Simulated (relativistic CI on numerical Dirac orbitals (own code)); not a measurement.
Sensitivity of the levels of Au16+ to α and to the nuclear radius

These numbers are calculated, not measured: Dirac-Coulomb-Breit CI, separate exchange-only KLI orbitals for each configuration, derivatives by finite differences, unscaled Slater integrals, QED left out (own radial code, finite nucleus).

CI space (outside the closed core [Kr] 4d10): 4f14 5s2 5p, 4f14 5s 5p2, 4f14 5s2 5d, 4f13 5s2 5p2, 4f14 5s 5p 5d, 4f14 5p3, 4f13 5p4. Double excitations out of closed p, d and f shells are left out; levels of such configurations are missing from the list, as are those of other unlisted configurations, and high levels can miss mixing partners.

With x = (α/α₀)² − 1 an excitation energy changes as ω = ω₀ + qx; K = 2q/ω₀ is the relative enhancement. Terms are leading LS components, so labels can repeat. The field-shift factor is F = δν/δ⟨r²⟩ for the transition from the lowest level.

Lowest level 4f14 5s2 5p 2P°_1/2.

```
                Level  ω₀ (cm⁻¹)  q (cm⁻¹)  F (GHz/fm²)
  4f14 5s2 5p 2P°_3/2     180496    231400          -51
   4f14 5s 5p2 4P_1/2     326503     75260         -626
 4f13 5s2 5p2 2F°_7/2     333200   -381400         97.8
 4f13 5s2 5p2 2F°_5/2     366632   -353000         99.4
   4f14 5s 5p2 4P_3/2     461852    288500         -668
   4f14 5s 5p2 4P_5/2     494506    295200         -661
 4f13 5s2 5p2 4F°_9/2     494650   -148300         52.3
 4f13 5s2 5p2 2F°_5/2     501376   -147000         52.4
 4f13 5s2 5p2 2G°_7/2     509567   -148000         52.4
 4f13 5s2 5p2 2P°_3/2     513731   -140200         53.1
4f13 5s2 5p2 2H°_11/2     514724   -148900         52.7
 4f13 5s2 5p2 2D°_5/2     519309   -148300         52.8
 4f13 5s2 5p2 4F°_3/2     521571   -128500         53.9
```

At this charge transitions that keep the count of f electrons are usually good to a few per cent. Levels that differ in their count of f electrons can be misplaced by several ten thousand cm⁻¹, since the correlation energy of f electrons is missing or only estimated; rates across such gaps can be off by orders of magnitude.

(1) Which transition from the lowest level has the largest |K|?

Answers

(1) 4f14 5s2 5p 2P°_3/2 at 180496 cm⁻¹, K = 2.56.
